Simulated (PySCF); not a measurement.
# Computed data sheet: 1,1,2-trifluorobuta-1,3-diene (`C=CC(F)=C(F)F`)

Compound: 1,1,2-trifluorobuta-1,3-diene, C4H3F3.
SMILES with atom numbers: `[CH2:1]=[CH:2][C:3]([F:4])=[C:5]([F:6])[F:7]` (hydrogens: H8, H9 on C1; H10 on C2)

Some functional groups and rings: C=C double bond and C–F bond.

**PBE0-D3(BJ)/def2-SVP geometry optimisation, gas phase (PySCF)**

- Point group: Cs
- Rotational constants A, B, C: 4.924, 1.911, 1.377 GHz

**CAM-B3LYP/def2-SVPD ground state, ΔSCF and vertical TDDFT (core frozen in the response) (PySCF)**

- Dipole moment: 1.56 D
- HOMO energy: -8.23 eV
- LUMO energy: -0.08 eV
- HOMO–LUMO gap: 8.15 eV
- Lowest singlet excitation: 5.83 eV (213 nm, f = 0.654)
- Strongest line among the 10 lowest singlet transitions: S1 at 5.83 eV (213 nm, f = 0.654)
- Lowest triplet excitation (Tamm–Dancoff): 3.12 eV
- Static isotropic polarisability: 56.2 au
- Vertical ionisation energy: 9.16 eV
- Electronic spatial extent ⟨r²⟩ about the centre of nuclear charge: 770 bohr²

PBE/pcSseg-2 ground state and GIAO shieldings, non-relativistic (PySCF):

* 13C chemical shifts (computed TMS as zero) by class: 166.3 (C5), 139.2 (C3), 132.0 (C2), 117.9 (C1) ppm
* 1H chemical shifts (computed TMS as zero) by class: 6.61 (H10), 5.59 (H9), 5.30 (H8) ppm
* Isotropic shieldings of nuclei other than C and H, by class: 258 (F6), 275 (F7), 351 (F4) ppm

From B3LYP/pcJ-1 indirect spin-spin coupling, non-relativistic, gas phase; spin–dipole term left out for some pairs (PySCF):

- Largest of the computed one-bond spin–spin couplings (means over like bonds): 19F–13C -375.3 (F6–C5), 19F–13C -365.8 (F7–C5), 19F–13C -301.3 (F4–C3), 13C–1H +174.1 (C1–H8), 13C–1H +171.2 (C1–H9), 13C–1H +168.5 (C2–H10), 13C–13C +148.0 (C3–C5), 13C–13C +78.4 (C1–C2) Hz

Monoisotopic mass (most abundant isotopes): 108.0187 u.

A dipole of 1.56 D is allowed in Cs, and pure rotational transitions are dipole-allowed. The largest Löwdin shares of the HOMO are 0.21 on C5, 0.21 on C1, 0.20 on C3 and 0.14 on C2. No computed singlet falls in the visible range (750 to 380 nm, 1.65 to 3.26 eV); S1 lies 2.57 eV above its blue end. With B = h/(8π²I), that is 505.379 GHz u Å² over I, the principal moments of inertia are 102.6, 264.4 and 367.1 u Å² (most abundant isotopes).

Shape of the structure used: `[CH2:1]=[CH:2][C:3]([F:4])=[C:5]([F:6])[F:7]`: C1–C2–C3–F4 0°.

One conformer stands for the species.
